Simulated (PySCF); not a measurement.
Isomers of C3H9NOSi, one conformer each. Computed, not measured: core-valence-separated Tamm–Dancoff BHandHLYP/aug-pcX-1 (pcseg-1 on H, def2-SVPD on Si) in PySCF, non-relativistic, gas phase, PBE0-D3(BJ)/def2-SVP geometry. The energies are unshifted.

P. `C=N[SiH2]COC`
Q. `O[Si@H]1CCCN1`

Main lines, eV (oscillator strength):
1. C K: 282.6 (0.070), 286.2 (0.028), 286.6 (0.025), 286.6 (0.008), 287.0 (0.017); N K: 395.5 (0.056), 400.2 (0.012), 400.9 (0.007); O K: 533.2 (0.013), 533.9 (0.004), 534.1 (0.018), 534.4 (0.006), 535.1 (0.002)
2. C K: 285.2 (0.012), 285.5 (0.013), 285.6 (0.027), 286.0 (0.027), 286.2 (0.017); N K: 399.2 (0.014), 400.2 (0.015), 400.5 (0.002), 400.8 (0.016), 401.3 (0.005); O K: 531.8 (0.019), 533.6 (0.015), 534.1 (0.014), 534.4 (0.003), 534.6 (0.023)
Listed: the first five lines at most of each edge with a tenth or more of its strongest line's intensity; roots within 0.03 eV on the same or equivalent atoms are summed. Only the lowest roots were sought, and the top ones are left out.

Problem. Which spectrum belongs to which isomer?

Solution. 1 = P, 2 = Q.
- P: first C line listed at 282.6 eV, hole on the C=N carbon (1s→π*); first N line listed at 395.5 eV, hole on the C=N nitrogen; first O line listed at 533.2 eV, hole on the ether oxygen.
- Q: first C line listed at 285.2 eV, hole on the sp3 carbon bound to silicon; first N line listed at 399.2 eV, hole on the silicon-bound nitrogen; first O line listed at 531.8 eV, hole on the silanol oxygen.

Problem. What are the ground-state energies of the isomers at BHandHLYP/aug-pcX-1 (pcseg-1 on H, def2-SVPD on Si), relative to the lowest?

Solution. P 300.1, Q 0.0 kJ/mol (electronic energies on these geometries, no dispersion or zero-point terms).
